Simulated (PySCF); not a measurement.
Problem. Give a PBE0-D3(BJ)/def2-SVP geometry of 1,1,1,2,2,3,3-heptafluoropropane (`FC(F)C(F)(F)C(F)(F)F`).

Solution. 
```
atom  x, y, z in Å
F1    -1.1708    0.4812   -1.5768
C2    -0.3906    1.0944   -0.6791
F3    -1.1575    1.6385    0.2725
C4     0.5797    0.0849   -0.0539
F5     1.3533   -0.4016   -1.0356
F6     1.3511    0.7471    0.8206
C7    -0.0560   -1.1112    0.6853
F8    -0.8092   -0.6864    1.6884
F9    -0.8024   -1.8239   -0.1443
F10    0.9051   -1.8851    1.1687
H11    0.2035    1.8821   -1.1768
```

Any rigid rotation of these coordinates is as good. Atoms count from 1 in this order. Of the pairs four or more bonds apart, F1···F9 is among the closest relative to their van der Waals radii: 2.74 Å, 93 % of the sum of Bondi's values.

Bonds between heavy atoms (Å): F1–C2 1.338, C2–F3 1.338, C2–C4 1.533, C4–F5 1.341, C4–F6 1.341, C4–C7 1.543, C7–F8 1.324, C7–F9 1.324, C7–F10 1.325.

The calculation used PBE0-D3(BJ)/def2-SVP geometry optimisation, gas phase (PySCF 2.14.0).

Point group: Cs (every atom within 0.08 Å of its image). No frequency check. The numbers are those of one conformer (F1–C2–C4–F5 62°).

On an Arm Neoverse V2 with one thread, shared host, this took 48 s of wall time and 0.72 GiB of memory at its peak. These figures are those of the optimisation.
